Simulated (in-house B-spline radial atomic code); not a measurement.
**Solving the quasi-particle equation for 5s of Sn III (Sn2+)**

Configuration [Kr] 4d10 5s2, start PBE0; correlation leaves out the 6 deepest shells, empty levels kept to 360 hartree. Computed with a B-spline radial code for spherical atoms: all electrons, scalar-relativistic (spin-free one-electron X2C), finite nucleus, each spin shell either full or empty, empty states to l = 9 with an (l + 1/2)⁻⁴ tail; G0W0 by contour deformation at full frequency.

At the mean-field level ε = -26.984 eV the matrix elements are Σx = -15.731 eV, v_xc = -13.959 eV and Σc(ε) = -2.224 eV, and the slope of the correlation self-energy is dΣc/dω = -0.0565. The quasi-particle energy solves E = ε + Σx − v_xc + Σc(E).

Q: What does the linearised equation give?

A: Z = 1/(1 − dΣc/dω) = 1/1.0565 = 0.9465. The first-order shift is Σx − v_xc + Σc(ε) = -15.731 − (-13.959) + (-2.224) = -3.996 eV, so E ≈ ε + Z × shift = -26.984 + 0.9465 × (-3.996) = -30.766 eV.

Q: How does that compare with the full solution and with static screening?

A: Solving the equation at full frequency dependence gives E = -30.774 eV, where Σc = -2.017 eV and the weight is 0.949; the linearised value is off by 7 meV. Leaving Z out would give -30.980 eV. Static COHSEX puts -3.875 eV in place of Σc and gives -32.631 eV, 1.86 eV deeper. The tabulated removal energy is 30.506 ± 0.003 eV (NIST, measured); the run leaves out spin-orbit coupling, Breit and QED terms.
